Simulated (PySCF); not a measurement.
Work out the structure from these simulated measurements.

Formula: C5H10N2S.

| Quantity | Value |
| --- | --- |
| UV, strongest line | among the 8 lowest singlet transitions: S6 at 6.17 eV (201 nm, f = 0.223) [TDDFT CAM-B3LYP/def2-SVPD] |
| Dipole | 3.74 D [CAM-B3LYP/def2-SVPD] |
| Triplet | lowest triplet excitation (Tamm–Dancoff): 2.46 eV [TDA CAM-B3LYP/def2-SVPD] |
| Polarisability | 107.0 au [CAM-B3LYP/def2-SVPD] |
| UV, first state | lowest singlet excitation: 2.77 eV (448 nm, f = 0.001) [TDDFT CAM-B3LYP/def2-SVPD] |
| 1H NMR | chemical shifts (computed TMS as zero) by class: 8.60 (1 H), 4.32 (3 H), 3.80 (3 H), 3.78 (3 H) ppm [GIAO PBE0/pcSseg-1] |
| 13C NMR | chemical shifts (computed TMS as zero) by class: 195.9 (1 C), 170.0 (1 C), 50.1 (1 C), 46.0 (1 C), 37.8 (1 C) ppm [GIAO PBE0/pcSseg-1] |
| NMR, other nuclei | isotropic shieldings of nuclei other than C and H, by class: -126 (1 N), 102 (1 N), -1 (1 S) ppm [GIAO PBE0/pcSseg-1] |
| Rotational structure | rotational constants A, B, C: 2.381, 1.237, 0.828 GHz [GFN2-xTB] |

The electronic properties come from PySCF, for the isolated species, density fitting. Levels stand in brackets. Isolated species at its GFN2-xTB geometry (one conformer only). GFN2-xTB frequencies show an imaginary mode (37i cm⁻¹), so this geometry is no minimum at that level. NMR values are class means; diastereotopic atoms form classes of their own.

Task: What is the compound? Reason from the data.

Result: Numbering: `[CH3:1]/[N:2]=[CH:3]/[C:4](=[S:5])[N:6]([CH3:7])[CH3:8]`. Its formula, C5H10N2S, gives 2 degrees of unsaturation: 0 rings and 2 π bonds in the structure found. 5 carbons fall into 5 classes; from least to most shielded: thiocarbonyl carbon [C4] (195.9 ppm), imine carbon [C3] (170.0 ppm), N-methyl carbon [C1] (50.1 ppm), N-methyl carbon [C8] (46.0 ppm), N-methyl carbon [C7] (37.8 ppm). Hydrogen classes from least to most shielded: 1 H on an imine carbon, C3 (8.60 ppm), 3 H on an N-methyl carbon, C7 (4.32 ppm, a mean of values up to 5.4 ppm apart in this geometry), 3 H on an N-methyl carbon, C1 (3.80 ppm, a mean of values up to 1.1 ppm apart in this geometry), 3 H on an N-methyl carbon, C8 (3.78 ppm, a mean of values up to 3.1 ppm apart in this geometry). The other shieldings belong to: -126 ppm, imine nitrogen [N2]; 102 ppm, nitrogen bound to a thiocarbonyl carbon [N6]; -1 ppm, thiocarbonyl sulfur [S5]. S1 is mainly HOMO→LUMO (weight 0.97); the largest Löwdin shares of the orbital it empties are 0.74 on the thiocarbonyl sulfur and 0.10 on the thiocarbonyl carbon, of the orbital it fills 0.22 on the thiocarbonyl sulfur, 0.21 on the imine nitrogen, 0.21 on the thiocarbonyl carbon and 0.15 on the imine carbon. The optimised geometry has point group C1 and is an asymmetric top. Structure: `C/N=C/C(=S)N(C)C`. The assignments are read from this structure; whether some other isomer fits the data as well wasn't checked.

Shape of the structure used: `[CH3:1]/[N:2]=[CH:3]/[C:4](=[S:5])[N:6]([CH3:7])[CH3:8]`: N2–C3–C4–S5 165°, C3–C4–N6–C7 3°.
